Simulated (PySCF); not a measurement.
## Correlation energy of Ni (nickel, neutral)

[Ar] 3d8 4s2, high-spin 3F determinant. Computed with PySCF 2.14 in ANO-RCC-VTZP (6s5p3d2f1g, 59 functions), with the spin-free X2C one-electron Hamiltonian (Gaussian nucleus). Frozen: [Ar]; 10 electrons correlated.

| level | correlation energy (mhartree) |
| --- | --- |
| CCSD | -323.47 |
| (T) | -11.15 |
| CCSD(T) | -334.62 |

Diagnostics: T1 = 0.021, D1 = 0.0600, largest double amplitude 0.112.

Cost of the coupled-cluster step: of the order of 10 core-seconds, for 10 correlated electrons.

Iterations:

```
CC2 = 0
CCSD nocc = (np.int64(6), np.int64(4)), nmo = (50, 50)
frozen orbitals [[0, 1, 2, 3, 4, 5, 6, 7, 8], [0, 1, 2, 3, 4, 5, 6, 7, 8]]
max_cycle = 100
direct = 0
conv_tol = 1e-08
conv_tol_normt = 1e-06
diis_space = 8
diis_start_cycle = 0
Init t2, MP2 energy = -0.331696925629602
Init E_corr(UCCSD) = -0.331696925642077
cycle = 1  E_corr(UCCSD) = -0.312030959385394  dE = 0.0196659663  norm(t1,t2) = 0.0886192
cycle = 2  E_corr(UCCSD) = -0.322406013765443  dE = -0.0103750544  norm(t1,t2) = 0.0324316
cycle = 3  E_corr(UCCSD) = -0.321738677850386  dE = 0.000667335915  norm(t1,t2) = 0.0152536
cycle = 4  E_corr(UCCSD) = -0.323368708529333  dE = -0.00163003068  norm(t1,t2) = 0.00669699
cycle = 5  E_corr(UCCSD) = -0.32347195734912  dE = -0.00010324882  norm(t1,t2) = 0.000900827
cycle = 6  E_corr(UCCSD) = -0.323458156972434  dE = 1.38003767e-05  norm(t1,t2) = 0.000519844
cycle = 7  E_corr(UCCSD) = -0.323472445556324  dE = -1.42885839e-05  norm(t1,t2) = 0.000247424
cycle = 8  E_corr(UCCSD) = -0.323471849273769  dE = 5.96282555e-07  norm(t1,t2) = 0.00011006
cycle = 9  E_corr(UCCSD) = -0.323469733826974  dE = 2.11544679e-06  norm(t1,t2) = 4.91829e-05
cycle = 10  E_corr(UCCSD) = -0.323469784766306  dE = -5.09393319e-08  norm(t1,t2) = 1.27924e-05
cycle = 11  E_corr(UCCSD) = -0.323469784817191  dE = -5.08847409e-11  norm(t1,t2) = 4.07191e-06
cycle = 12  E_corr(UCCSD) = -0.323469744405491  dE = 4.04117004e-08  norm(t1,t2) = 1.18996e-06
cycle = 13  E_corr(UCCSD) = -0.323469788848561  dE = -4.44430704e-08  norm(t1,t2) = 4.42391e-07
cycle = 14  E_corr(UCCSD) = -0.323469787014107  dE = 1.8344537e-09  norm(t1,t2) = 1.57892e-07
UCCSD converged
E(UCCSD) = -1519.422772394836  E_corr = -0.3234697870141072
UCCSD(T) correction = -0.0111510054394504
```
